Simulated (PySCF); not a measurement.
# Polarisability and C₆ of Os³⁷⁺ (osmium, charge +37)

[Kr] 4d3, high-spin 4F determinant. Calculation: PySCF 2.14, in an uncontracted even-tempered set (18 s from 3.5 bohr⁻², ratio 2.5; 12 p from 4.6 bohr⁻², ratio 2.5; 9 d from 4.6 bohr⁻², ratio 2.5; 4 f from 20 bohr⁻², ratio 2.7; 3 g from 30 bohr⁻², ratio 2.7); the non-relativistic Hamiltonian (point nucleus). Coupled (time-dependent) response in atomic units; α is the mean over directions.

```tsv
method	mean α (bohr³)	C₆ (like pair)	S(−4)
UHF	0.04781	0.01645	0.0008022
```

S(−4) is the Cauchy moment in α(ω) = α(0) + S(−4) ω² + …

Spin-orbit coupling is absent.

α(iu) at UHF:

```
u (hartree)  α(iu) (bohr³)
          0        0.04781
       1.00        0.04702
       2.00        0.04485
       4.00        0.03819
       6.00        0.03124
       8.00        0.02552
       10.0        0.02117
       15.0        0.01441
       20.0        0.01079
       30.0       0.007139
       50.0       0.004187
```

A single London oscillator, α(iu) = α/(1 + u²/ω²), gives C₆ = (3/4) ω α². Matching the computed C₆ needs ω = 4 × 0.01645 / (3 × 0.04781²) = 9.60 hartree.

For an ion, C₆ is the dispersion term alone; charge-induced terms of lower order in 1/R come first.

A non-relativistic calculation at this Z misses sizeable relativistic shifts. Spin-orbit coupling is strong in this species (close to jj coupling), so the high-spin LS determinant is a model state, not a physical level.
